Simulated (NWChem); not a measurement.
BH₃S₂; SMILES SBS

```xyz
6

B      0.0000     0.0000    -0.6847
H      0.0000     0.0000    -1.8733
S     -1.5554     0.0000     0.2349
H     -2.3756     0.0000    -0.8362
S      1.5554     0.0000     0.2349
H      2.3756     0.0000    -0.8362
```
Atoms are numbered in this order, from 1.

All runs: NWChem. The geometry was optimised at B3LYP/6-31G* (spherical d). Level: PBE0/aug-cc-pVDZ; rows give the wavelength of the field.

| field | isotropic polarisability (bohr³) | anisotropy (bohr³) |
|---|---|---|
| static | 58.8 | 31.6 |
| 1065 nm | 59.5 | 32.5 |
| 589 nm | ___ | ___ |

Question: Some entries are withheld; supply them.

Answer: 
- 589 nm, isotropic polarisability (bohr³): 61.3
- 589 nm, anisotropy (bohr³): 34.7
